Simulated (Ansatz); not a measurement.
Species: BI, charge 0, multiplicity 1. 
Structure (B3LYP-D3(BJ)/def2-TZVP (Ansatz, a first-principles code) minimum search):
```xyz
2

B      0.0000     0.0000    -1.9574
I      0.0000     0.0000     0.1847
```

Computed values are from Ansatz. Valence correlation only, unless marked. UHF or UKS for open shells. Spin-orbit coupling is left out. Frozen are the shells of the preceding noble gas and the d and f shells that filled before the atom's block. Past Kr the def2 sets carry scalar-relativistic core potentials. CBS(X,Y): correlation extrapolated as X^-3; Hartree-Fock from the larger set.

```
Quantity                                                                                   Result
-------------------------------------------  ----------------------------------------------------
atomisation energy De                        356.9 kJ/mol at CCSD(T)/CBS(def2-TZVPPD,def2-QZVPPD)
vertical ionisation energy (to the doublet)       9.57 eV at CCSD(T)/CBS(def2-TZVPPD,def2-QZVPPD)
total energy                                 -321.5650 Eh at CCSD(T)/CBS(def2-TZVPPD,def2-QZVPPD)
dipole moment                                                         1.34 D at CCSD(T)/def2-SVPD
T1 diagnostic                                                           0.023 at CCSD/def2-QZVPPD
```

The Hartree-Fock reference is unstable (checked in the largest basis), which strains HF and MP2.
